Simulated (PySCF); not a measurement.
**Ligand-field analysis of CoF3**

CoF3: Co(III) (d6), charge 0. The structure is a PBE0-D3(BJ)/def2-TZVP geometry optimised for multiplicity 5; coordination trigonal planar, point group D3h, metal–donor distances 1.72 Å.

```
4

Co    0.0000    0.0000    0.0000
F     1.7188    0.0000    0.0000
F    -0.8594    1.4886    0.0000
F    -0.8594   -1.4886    0.0000
```

Method (PySCF 2.14, density fitting): CASSCF(6,5) with orbitals averaged over all microstates of the shell, strongly contracted NEVPT2 on the averaged canonical orbitals; basis x2c-TZVPall on the metal, x2c-SVPall elsewhere; spin-free X2C; gas phase; spin-orbit coupling by state interaction with the mean-field operator over all roots.

## Spin-free states

```
2S+1  deg.  symmetry  free-ion term  CASSCF / cm⁻¹  NEVPT2 / cm⁻¹    f(ED)          occupations
   5     1      5A1'        5D 1.00              0              0        –  2.0 1.0 1.0 1.0 1.0
   5     2      5E''        5D 1.00           1721           3433        0  1.0 1.5 1.5 1.0 1.0
   3     2       3E'        3G 0.41          20915          17055        –  1.0 1.9 1.9 0.6 0.6
   3     1     3A2''        3H 0.56          21622          18139        –  1.7 1.4 1.4 0.8 0.8
   3     1     3A1''        3H 0.54          21538          18250        –  1.6 1.4 1.4 0.8 0.8
   5     2       5E'        5D 1.00          13898          19083  1.1e-03  1.0 1.0 1.0 1.5 1.5
   3     2      3E''        3F 0.31          23599          19166        –  1.6 1.5 1.5 0.7 0.7
   3     2       3E'        3H 0.75          23789          22277        –  2.0 1.0 1.0 1.0 1.0
   3     2      3E''        3H 0.95          23928          23818        –  1.0 1.5 1.5 1.0 1.0
   3     1      3A2'        3F 0.58          26402          25573        –  1.1 1.4 1.4 1.0 1.0
   3     2      3E''        3H 0.49          26384          26125        –  1.0 1.5 1.5 1.0 1.0
   3     2       3E'        3F 0.55          28130          26417        –  1.9 1.0 1.0 1.1 1.1
   3     1      3A2'        3P 0.47          28180          27447        –  1.1 1.4 1.4 1.1 1.1
   3     1      3A1'        3G 0.78          30387          27897        –  1.9 1.0 1.0 1.0 1.0
   3     2      3E''        3P 0.58          29407          28340        –  0.9 1.5 1.5 1.1 1.1
```

Only the lowest 15 spin-free levels are listed. Energies are counted from the ground state at NEVPT2 level. Weights follow the labels. f(ED) is the electric-dipole oscillator strength from the ground state at the fixed geometry, without vibronic coupling; occupations, where given, run over the ligand-field orbitals from the lowest.

## Ligand-field fit

| cm⁻¹ | CASSCF |
| --- | --- |
| B | 1178 |
| B, free ion | 1361 |
| C | 4430 |
| C, free ion | 5070 |
| rms of the fit | 297 |

```json
{"orbital": "1", "CASSCF / cm⁻¹": "0", "metal share": "0.94", "main function": "z2 1.00"}
{"orbital": "2", "CASSCF / cm⁻¹": "1460", "metal share": "0.95", "main function": "degenerate set"}
{"orbital": "3", "CASSCF / cm⁻¹": "1460", "metal share": "0.95", "main function": "degenerate set"}
{"orbital": "4", "CASSCF / cm⁻¹": "14303", "metal share": "0.87", "main function": "degenerate set"}
{"orbital": "5", "CASSCF / cm⁻¹": "14303", "metal share": "0.87", "main function": "degenerate set"}
```

ζ = 530 cm⁻¹, against 587 for the free ion.

## Spin-orbit levels

```csv
E / cm⁻¹,deg.,make-up
0.0,1,0.97 5A1'
16.1,2,0.98 5A1'
64.9,2,0.99 5A1'
3242.2,2,1.00 5E''
3407.2,2,0.99 5E''
3556.9,2,0.99 5E''
3666.8,1,1.00 5E''
3736.2,1,0.97 5E''
3835.7,2,0.99 5E''
16599.0,2,0.96 3E' + 0.03 3E''
16853.6,2,0.82 3E' + 0.08 3A2'' + 0.07 3A1''
17323.8,1,0.73 3E' + 0.27 3A2''
17347.9,1,0.76 3E' + 0.24 3A1''
18307.2,2,0.70 3A2'' + 0.15 3A1'' + 0.14 3E'
18452.7,2,0.69 3A1'' + 0.18 3A2'' + 0.10 5E'
18508.1,1,0.71 3A2'' + 0.27 3E'
```

Only the lowest levels are listed: 26 of 210 states.

## Magnetism

The ground multiplet follows a spin Hamiltonian with S = 2, g = 1.996, 2.201, 2.201, D = 16.24 cm⁻¹, E/|D| = 0.00 (spin-orbit part alone); the lowest levels hold 98 % of the spin-free ground state. μeff is 5.30 μB at 300 K and 4.47 μB at 10 K; the spin-only value is 4.90 μB.

```
T / K  χT / cm³ K mol⁻¹  μeff / μB  χT along axes a, b, c
    2             0.627       2.24         0.00 0.94 0.94
    5             1.535       3.50         0.03 2.29 2.29
   10             2.499       4.47         0.25 3.62 3.62
   20             3.082       4.96         0.64 4.30 4.30
   30             3.265       5.11         0.95 4.42 4.42
   50             3.397       5.21         1.45 4.37 4.37
   75             3.446       5.25         1.85 4.24 4.24
  100             3.464       5.26         2.10 4.15 4.15
  150             3.479       5.28         2.37 4.03 4.03
  200             3.490       5.28         2.52 3.98 3.98
  250             3.499       5.29         2.61 3.94 3.94
  300             3.510       5.30         2.67 3.93 3.93
```

Axes in the frame of the coordinates: a = (0.00, 0.00, 1.00); b = (0.67, 0.74, 0.00); c = (-0.74, 0.67, 0.00).

Powder magnetisation at 2 K: 0.28 μB at 0.5 T, 0.55 μB at 1 T, 1.06 μB at 2 T, 1.48 μB at 3 T, 2.11 μB at 5 T, 2.52 μB at 7 T.

NEVPT2 lifts 5E' from 13898 to 19083 cm⁻¹; on the d shell alone such lifts tend to overshoot. NEVPT2 on the d shell alone tends to put d–d bands too high for such charged or covalently bound ions. Gaps between spin states lean to high spin in this active space.

The job took 6.5 s on one thread of Intel Xeon 6975P-C (shared host), with 90 basis functions, launched as `OMP_NUM_THREADS=1 python lf_run.py task.json out`.
